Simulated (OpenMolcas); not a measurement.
A run on Br+.

```
Program             : OpenMolcas
Method              : SS-RASPT2, IPEA 0.25 Eh, imaginary shift 0.1 Eh (closed shells correlated: 3d)
Basis               : ANO-RCC [9s8p6d4f2g]
Scalar Hamiltonian  : DKH2, point nucleus
Active space        : 6 electrons in 9 orbitals (RAS2 4s 4p; RAS3 4d, at most 2 electrons)
State averaging     : 2S+1 = 3 even, 3 roots; 2S+1 = 1 even, 6 roots; 2S+1 = 3 odd, 5 roots kept (CI in the orbitals of an earlier block); 2S+1 = 1 odd, 1 root
Spin-orbit coupling : RASSI with atomic mean-field integrals over the reference wave functions, term energies averaged over their components
```

First CASPT2 step and the start of its output:

```
&CASPT2
Multistate=3 1 2 3
Frozen=3 6
IPEA=0.25
Imaginary=0.1
MaxIter=60
WThr=0.0 0.3 0.05
PrWF=0.5
NoMix
```

```
--- CASPT2 ---
Orbital specifications:
      -----------------------

      Symmetry species                           1   2
                                                ag  au
      Frozen orbitals                            3   6
      Inactive orbitals                          5   0
      Active orbitals                            6   3
      Secondary orbitals                        43  43
      Deleted orbitals                           0   0
      Number of basis functions                 57  52
Type of calculation                        MS-CASPT2
      Fock operator                              state-specific
      IPEA shift                                 0.25
      Real shift                                 0.00
      Imaginary shift                            0.10
      The input orbitals will be transformed to quasi-canonical
Reference energy:       -2603.9813615431
      E2 (Non-variational):      -0.2955580870
      Shift correction:          -0.0000861004
      E2 (Variational):          -0.2956441874
      Total energy:           -2604.2770057305
      Residual norm:              0.0000002331
      Reference weight:           0.96682
      Contributions to the CASPT2 correlation energy
      Active & Virtual Only:         -0.0594599908
      One Inactive Excited:          -0.0657501092
      Two Inactive Excited:          -0.1703479870
Reference energy:       -2603.9813615431
      E2 (Non-variational):      -0.2955595420
      Shift correction:          -0.0000861451
      E2 (Variational):          -0.2956456871
      Total energy:           -2604.2770072301
      Residual norm:              0.0000002330
      Reference weight:           0.96682
      Contributions to the CASPT2 correlation energy
      Active & Virtual Only:         -0.0594614524
...
```

Over all roots the printed reference weights run from 0.57 to 0.97, and roots that are degenerate in the reference spread by up to 230 cm-1.

Question: Did the run give usable levels, and if not, why?

Answer: No. The equations converged, but the reference weight falls to 0.57 for at least one root against 0.97 for the best. A drop of that size marks an intruder state, so the energies of such roots and the levels built on them can't be trusted.
